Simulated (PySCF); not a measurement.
Two species compared at the same levels of theory.

First species: C5H8F3OP.
Cartesian coordinates in Å at the PBE0-D3(BJ)/def2-SVP level; atoms count from 1:
```xyz
18
C5H8F3OP angstrom
C      1.950   -0.604   -0.473
C      1.199   -0.442    0.840
P     -0.417    0.396    0.774
C     -0.133    2.013    0.007
O     -1.144    0.405    2.079
C     -1.321   -0.478   -0.549
F     -0.929   -0.246   -1.817
C     -2.353   -1.308   -0.364
F     -2.985   -1.891   -1.346
F     -2.837   -1.639    0.794
H      1.336   -1.105   -1.236
H      2.264    0.366   -0.885
H      2.858   -1.208   -0.328
H      1.786    0.120    1.586
H      0.973   -1.416    1.306
H      0.286    1.915   -1.004
H      0.553    2.590    0.644
H     -1.096    2.540   -0.044
```

Second species: 2-ethylacrolein, C₅H₈O.
Bonds: C1–C2 (double), C2–C3, C3–O4 (double), C2–C5, C5–C6. Hydrogens: H7, H8 on C1; H9 on C3; H10, H11 on C5; H12, H13, H14 on C6.

Levels: CAM-B3LYP/def2-SVPD for dipole moment, HOMO energy, LUMO energy, HOMO–LUMO gap, static isotropic polarisability and electronic spatial extent ⟨r²⟩ about the centre of nuclear charge; TDDFT CAM-B3LYP/def2-SVPD for lowest singlet excitation; TDA CAM-B3LYP/def2-SVPD for lowest triplet excitation (Tamm–Dancoff); ΔSCF CAM-B3LYP/def2-SVPD for vertical ionisation energy; PBE0-D3(BJ)/def2-SVP for rotational constant A and rotational constant C. Geometries: PBE0-D3(BJ)/def2-SVP. All species are isolated and taken at one optimised geometry, non-relativistic unless stated. Electronic properties by PySCF.

Dipoles, sizes and rotational constants follow the conformer. The torsions of the flexible species, by atom-mapped SMILES:
- `[CH3:1][CH2:2][P@:3]([CH3:4])(=[O:5])[C:6]([F:7])=[C:8]([F:9])[F:10]`: C1–C2–P3–C4 -56°, C2–P3–C6–F7 -73°
- `[CH2:1]=[C:2]([CH:3]=[O:4])[CH2:5][CH3:6]`: C1–C2–C3–O4 -179°, C1–C2–C5–C6 -107°

| property | column X | column Y |
| --- | --- | --- |
| dipole moment | 4.02 D | 3.00 D |
| HOMO energy | -9.18 eV | -9.05 eV |
| LUMO energy | 0.68 eV | -0.67 eV |
| HOMO–LUMO gap | 9.86 eV | 8.38 eV |
| lowest singlet excitation | 6.57 eV | 3.88 eV |
| lowest triplet excitation (Tamm–Dancoff) | 4.24 eV | 3.34 eV |
| static isotropic polarisability | 88.7 au | 65.7 au |
| vertical ionisation energy | 9.92 eV | 9.88 eV |
| electronic spatial extent ⟨r²⟩ about the centre of nuclear charge | 1710 bohr² | 623 bohr² |
| rotational constant A | 1.537 GHz | 4.080 GHz |
| rotational constant C | 0.715 GHz | 2.111 GHz |

**Question.** Which column belongs to which species?

**Answer.** Column X is the first species and column Y the second. The first has 18 atoms and 88 electrons, the second 14 and 46.

**Question.** How does each property change from the first species to the second?

**Answer.** dipole moment -1.02 D; HOMO energy +0.13 eV; LUMO energy -1.35 eV; HOMO–LUMO gap -1.48 eV; lowest singlet excitation -2.69 eV; lowest triplet excitation (Tamm–Dancoff) -0.90 eV; static isotropic polarisability -23.0 au; vertical ionisation energy -0.04 eV; electronic spatial extent ⟨r²⟩ about the centre of nuclear charge -1087 bohr²; rotational constant A +2.543 GHz; rotational constant C +1.396 GHz.

On the first: The principal polarisabilities are 79.9, 84.1 and 102.2 au; their mean is the isotropic value. No computed singlet falls in the visible range (750 to 380 nm, 1.65 to 3.26 eV); S1 lies 3.31 eV above its blue end.

On the second: The vertical singlet–triplet gap S1 − T1 is 0.54 eV (TDDFT singlet less Tamm–Dancoff triplet; S1: HOMO→LUMO, weight 0.92; T1: HOMO→LUMO, weight 0.91). The polarisability is 9.73 Å³ as a volume (1 au = 0.148185 Å³), or 1.43 au for each of the 46 electrons.
